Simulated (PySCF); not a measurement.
C₂H₃AlFNO₂ (SMILES C[O][Al]([F])[N]=C=O), singlet, geometry from GFN2-xTB (such geometries of metal compounds can be far from the true shape), atoms displaced at random by about 0.03 Å a coordinate; R2SCAN/STO-3G, gradient by finite differences run with PySCF.

Here is a job for PySCF.
```python
from pyscf import gto, scf, dft

mol = gto.M(
    atom='''
Al   -0.456701   -0.521109    0.228414
F    -1.056058   -1.369030    1.459086
N     0.619547    0.825196    0.567322
C     1.262118    1.756264    1.028336
O     1.980295    2.577442    1.380987
O    -0.728699   -1.011299   -1.366971
C    -0.763746   -1.232117   -2.762375
H    -0.336643   -2.179307   -2.979737
H    -1.884464   -1.168699   -3.023580
H    -0.241607   -0.478954   -3.273037
''',
    basis='sto-3g',
    charge=0,
    spin=0,
    verbose=4,
)

mf = dft.RKS(mol)
mf.xc = 'r2scan'
mf.conv_tol = 1e-11
mf.kernel()
scan, done = mf.as_scanner(), []
scan.scf_summary = {}
def energy(d):
    c = mol.atom_coords()
    c[6, 1] += d
    e = scan(mol.set_geom_(c, unit='Bohr', inplace=False))
    done.append(scan.converged)
    return e
h = 0.01
fd = (energy(h) - energy(-h)) / (2 * h)
print('dE/dx =', fd)
```

What the program printed (banner, timings and long lists left out):

```
PySCF version 2.14.0

[INPUT] verbose = 4
[INPUT] num. atoms = 10
[INPUT] num. electrons = 60
[INPUT] charge = 0
[INPUT] spin (= nelec alpha-beta = 2S) = 0
[INPUT] symmetry False subgroup None
[INPUT] Mole.unit = angstrom
[INPUT] Symbol           X                Y                Z      unit          X                Y                Z       unit  Magmom
[...]
nuclear repulsion = 322.753950055127
number of shells = 26
number of NR pGTOs = 126
number of NR cGTOs = 42
basis = sto-3g
ecp = {}

******** <class 'pyscf.dft.rks.RKS'> ********
method = RKS
initial guess = minao
damping factor = 0
level_shift factor = 0
DIIS = <class 'pyscf.scf.diis.CDIIS'>
diis_start_cycle = 1
diis_space = 8
diis_damp = 0
SCF conv_tol = 1e-11
SCF conv_tol_grad = None
SCF max_cycles = 50
direct_scf = True
direct_scf_tol = 1e-13
XC library pyscf.dft.libxc version 7.1.2
    S. Lehtola, C. Steigemann, M. J. T. Oliveira, and M. A. L. Marques,  SoftwareX 7, 1–5 (2018)
XC functionals = r2scan
    J. W. Furness, A. D. Kaplan, J. Ning, J. P. Perdew, and J. Sun,  J. Phys. Chem. Lett. 11, 8208–8215 (2020)
    J. W. Furness, A. D. Kaplan, J. Ning, J. P. Perdew, and J. Sun,  J. Phys. Chem. Lett. 11, 9248–9248 (2020)
    J. W. Furness, A. D. Kaplan, J. Ning, J. P. Perdew, and J. Sun,  J. Phys. Chem. Lett. 11, 8208–8215 (2020)
    J. W. Furness, A. D. Kaplan, J. Ning, J. P. Perdew, and J. Sun,  J. Phys. Chem. Lett. 11, 9248–9248 (2020)
radial grids:
    Treutler-Ahlrichs [JCP 102, 346 (1995); DOI:10.1063/1.469408] (M4) radial grids

becke partition: Becke, JCP 88, 2547 (1988); DOI:10.1063/1.454033
pruning grids: <function nwchem_prune>
grids dens level: 3
symmetrized grids: False
atomic radii adjust function: <function treutler_atomic_radii_adjust>
small_rho_cutoff = 0
Set gradient conv threshold to 3.16228e-06
Initial guess from minao.
tot grids = 133168
init E= -618.113098978675
[...]
cycle= 1 E= -616.935115331304  delta_E= 1.18  |g|= 1.01  |ddm|= 4.58
[...]
cycle= 2 E= -615.880382526914  delta_E= 1.05  |g|= 2.15  |ddm|= 3.99
[...]
cycle= 3 E= -617.185570151643  delta_E= -1.31  |g|= 0.558  |ddm|= 3.09
[...]
cycle= 4 E= -617.249837059284  delta_E= -0.0643  |g|= 0.337  |ddm|= 0.988
[...]
cycle= 5 E= -617.270242975004  delta_E= -0.0204  |g|= 0.195  |ddm|= 0.546
[...]
cycle= 6 E= -617.281249955683  delta_E= -0.011  |g|= 0.0198  |ddm|= 0.242
[...]
cycle= 7 E= -617.281416343442  delta_E= -0.000166  |g|= 0.00687  |ddm|= 0.0435
[...]
cycle= 8 E= -617.281428626209  delta_E= -1.23e-05  |g|= 0.00251  |ddm|= 0.0106
[...]
cycle= 9 E= -617.281430840554  delta_E= -2.21e-06  |g|= 0.0004  |ddm|= 0.00392
[...]
cycle= 10 E= -617.281430882826  delta_E= -4.23e-08  |g|= 0.000126  |ddm|= 0.00063
[...]
cycle= 11 E= -617.281430888568  delta_E= -5.74e-09  |g|= 1.74e-05  |ddm|= 0.000204
[...]
cycle= 12 E= -617.281430888662  delta_E= -9.41e-11  |g|= 7.59e-07  |ddm|= 2.43e-05
[...]
cycle= 13 E= -617.281430888665  delta_E= -2.5e-12  |g|= 2.71e-07  |ddm|= 1.68e-06
[...]
Extra cycle  E= -617.281430888664  delta_E= 1.14e-12  |g|= 8.68e-07  |ddm|= 1.23e-06
converged SCF energy = -617.281430888664
Create scanner for <class 'pyscf.dft.rks.RKS'>

WARN: Mole.unit (angstrom) is changed to Bohr

New geometry
   1 Al    -0.456701000000  -0.521109000000   0.228414000000 AA   -0.863039810815  -0.984753291046   0.431639903016 Bohr
   2 F     -1.056058000000  -1.369030000000   1.459086000000 AA   -1.995660391656  -2.587091756313   2.757272932187 Bohr
   3 N      0.619547000000   0.825196000000   0.567322000000 AA    1.170774151296   1.559394439087   1.072083204440 Bohr
   4 C      1.262118000000   1.756264000000   1.028336000000 AA    2.385057356884   3.318857962433   1.943273404031 Bohr
   5 O      1.980295000000   2.577442000000   1.380987000000 AA    3.742215195846   4.870659481951   2.609687211585 Bohr
   6 O     -0.728699000000  -1.011299000000  -1.366971000000 AA   -1.377041537244  -1.911078140047  -2.583200810223 Bohr
[...]
[...]
cycle= 5 E= -617.2815847848  delta_E= -2.98e-08  |g|= 6.12e-05  |ddm|= 0.000404
[...]
cycle= 6 E= -617.281584786029  delta_E= -1.23e-09  |g|= 1.18e-05  |ddm|= 0.000103
[...]
cycle= 7 E= -617.281584786083  delta_E= -5.46e-11  |g|= 1.7e-06  |ddm|= 2.07e-05
[...]
cycle= 8 E= -617.281584786084  delta_E= -9.09e-13  |g|= 5.88e-07  |ddm|= 2.74e-06
[...]
Extra cycle  E= -617.281584786084  delta_E= 4.55e-13  |g|= 9.96e-07  |ddm|= 1.72e-06
converged SCF energy = -617.281584786084

WARN: Mole.unit (angstrom) is changed to Bohr

New geometry
   1 Al    -0.456701000000  -0.521109000000   0.228414000000 AA   -0.863039810815  -0.984753291046   0.431639903016 Bohr
   2 F     -1.056058000000  -1.369030000000   1.459086000000 AA   -1.995660391656  -2.587091756313   2.757272932187 Bohr
   3 N      0.619547000000   0.825196000000   0.567322000000 AA    1.170774151296   1.559394439087   1.072083204440 Bohr
   4 C      1.262118000000   1.756264000000   1.028336000000 AA    2.385057356884   3.318857962433   1.943273404031 Bohr
   5 O      1.980295000000   2.577442000000   1.380987000000 AA    3.742215195846   4.870659481951   2.609687211585 Bohr
   6 O     -0.728699000000  -1.011299000000  -1.366971000000 AA   -1.377041537244  -1.911078140047  -2.583200810223 Bohr
   7 C     -0.763746000000  -1.237408772109  -2.762375000000 AA   -1.443270768732  -2.338363683421  -5.220132203345 Bohr
   8 H     -0.336643000000  -2.179307000000  -2.979737000000 AA   -0.636163071752  -4.118293371348  -5.630886853233 Bohr
   9 H     -1.884464000000  -1.168699000000  -3.023580000000 AA   -3.561120851602  -2.208521032053  -5.713738115712 Bohr
  10 H     -0.241607000000  -0.478954000000  -3.273037000000 AA   -0.456571059778  -0.905091886265  -6.185143525568 Bohr

******** <class 'pyscf.scf.hf.RKS_Scanner'> ********
method = RKS_Scanner
initial guess = minao
damping factor = 0
level_shift factor = 0
DIIS = <class 'pyscf.scf.diis.CDIIS'>
diis_start_cycle = 1
diis_space = 8
diis_damp = 0
SCF conv_tol = 1e-11
SCF conv_tol_grad = None
SCF max_cycles = 50
direct_scf = True
direct_scf_tol = 1e-13
XC library pyscf.dft.libxc version 7.1.2
    S. Lehtola, C. Steigemann, M. J. T. Oliveira, and M. A. L. Marques,  SoftwareX 7, 1–5 (2018)
XC functionals = r2scan
    J. W. Furness, A. D. Kaplan, J. Ning, J. P. Perdew, and J. Sun,  J. Phys. Chem. Lett. 11, 8208–8215 (2020)
    J. W. Furness, A. D. Kaplan, J. Ning, J. P. Perdew, and J. Sun,  J. Phys. Chem. Lett. 11, 9248–9248 (2020)
    J. W. Furness, A. D. Kaplan, J. Ning, J. P. Perdew, and J. Sun,  J. Phys. Chem. Lett. 11, 8208–8215 (2020)
    J. W. Furness, A. D. Kaplan, J. Ning, J. P. Perdew, and J. Sun,  J. Phys. Chem. Lett. 11, 9248–9248 (2020)
radial grids:
    Treutler-Ahlrichs [JCP 102, 346 (1995); DOI:10.1063/1.469408] (M4) radial grids

becke partition: Becke, JCP 88, 2547 (1988); DOI:10.1063/1.454033
pruning grids: <function nwchem_prune>
grids dens level: 3
symmetrized grids: False
atomic radii adjust function: <function treutler_atomic_radii_adjust>
small_rho_cutoff = 0
Set gradient conv threshold to 3.16228e-06
tot grids = 133168
init E= -617.280896733837
[...]
cycle= 1 E= -617.281181622793  delta_E= -0.000285  |g|= 0.00448  |ddm|= 0.0312
[...]
cycle= 2 E= -617.281184509999  delta_E= -2.89e-06  |g|= 0.00423  |ddm|= 0.016
[...]
cycle= 3 E= -617.281189871771  delta_E= -5.36e-06  |g|= 0.00183  |ddm|= 0.00936
[...]
cycle= 4 E= -617.281190854662  delta_E= -9.83e-07  |g|= 0.000865  |ddm|= 0.00318
[...]
cycle= 5 E= -617.281191057305  delta_E= -2.03e-07  |g|= 0.000114  |ddm|= 0.001
[...]
cycle= 6 E= -617.281191061892  delta_E= -4.59e-09  |g|= 2.18e-05  |ddm|= 0.000207
[...]
cycle= 7 E= -617.281191062081  delta_E= -1.89e-10  |g|= 3.07e-06  |ddm|= 3.86e-05
[...]
cycle= 8 E= -617.281191062084  delta_E= -3.64e-12  |g|= 1.18e-06  |ddm|= 5.04e-06
[...]
Extra cycle  E= -617.281191062086  delta_E= -1.93e-12  |g|= 2.01e-06  |ddm|= 3.4e-06
converged SCF energy = -617.281191062086
dE/dx = -0.019686199863144793
```
